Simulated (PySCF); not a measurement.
GeF4, SMILES [F][Ge]([F])([F])[F]. Geometry: PBE0-D3(BJ)/def2-SVP. The isomer is the one that the SMILES or the coordinates give; other isomers of the formula were not compared.

Computed equilibrium geometry at PBE0-D3(BJ)/def2-SVP (PySCF confirms it by a frequency run) as Cartesian coordinates in Å, and its point group:
point group Td.
```xyz
5

F      0.9803     0.9803    -0.9803
Ge     0.0000     0.0000     0.0000
F     -0.9803     0.9803     0.9803
F     -0.9803    -0.9803    -0.9803
F      0.9803    -0.9803     0.9803
```
Charge 0, spin multiplicity 1.
